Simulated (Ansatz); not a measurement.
System: CH$_{2}$NS, charge 0, doublet. CH2NS (SMILES S=[C]N, doublet).
B3LYP-D3(BJ)/def2-TZVP minimum from Ansatz (a quantum-chemistry and plane-wave program):
```
N
H 1 1.0071
C 1 1.3129 2 120.60
H 1 1.0157 2 117.02 3 180.00
S 3 1.5929 1 136.94 2 180.00
```
Charge 0, spin multiplicity 2.

Total energies in hartree (Ansatz). Open shells are spin-unrestricted; no spin-orbit coupling. Correlated methods leave the cores frozen. No relativity. For partners of very few electrons the exact lower level stands in for a higher one.

```csv
species,HF/cc-pV(T+d)Z,CCSD(T)/cc-pV(T+d)Z,HF/cc-pV(Q+d)Z,CCSD(T)/cc-pV(Q+d)Z,CCSD(T)/cc-pV(D+d)Z,CCSDT(Q)/cc-pV(D+d)Z
"1: CH2NS (SMILES N[C]=S, doublet)",-491.01826,-491.58301,-491.02873,-491.62906,-491.43053,-491.43311
2: C (triplet),-37.69157,-37.78076,-37.69331,-37.78654,-37.76038,-37.76071
3: N (quartet),-54.40069,-54.51471,-54.40372,-54.52482,-54.47850,-54.47866
4: S (triplet),-397.50938,-397.65444,-397.51264,-397.66785,-397.60412,-397.60456
5: H (doublet),-0.49981,-0.49981,-0.49995,-0.49995,-0.49928,-0.49928
```

Work out the atomisation energy (electronic, to ground-state atoms) in kcal/mol: take Hartree-Fock from cc-pV(Q+d)Z, extrapolate the CCSD(T) correlation energy as X^-3 (X = 3, 4), and add CCSDT(Q) - CCSD(T) in cc-pV(D+d)Z. 1 hartree = 627.51 kcal/mol.


Species 1: correlation (64·(-0.60033) - 27·(-0.56475))/37 = -0.62629; step -0.00258; E1 = -491.02873 + (-0.62629) + (-0.00258) = -491.65760
Species 2: correlation (64·(-0.09323) - 27·(-0.08919))/37 = -0.09618; step -0.00033; E2 = -37.69331 + (-0.09618) + (-0.00033) = -37.78982
Species 3: correlation (64·(-0.12110) - 27·(-0.11402))/37 = -0.12627; step -0.00016; E3 = -54.40372 + (-0.12627) + (-0.00016) = -54.53015
Species 4: correlation (64·(-0.15521) - 27·(-0.14506))/37 = -0.16262; step -0.00044; E4 = -397.51264 + (-0.16262) + (-0.00044) = -397.67570
Species 5: correlation (64·(0.00000) - 27·(0.00000))/37 = 0.00000; step +0.00000; E5 = -0.49995 + (0.00000) + (+0.00000) = -0.49995
-1·E1 +1·E2 +1·E3 +1·E4 +2·E5 = 0.66203 hartree = 415.4 kcal/mol.
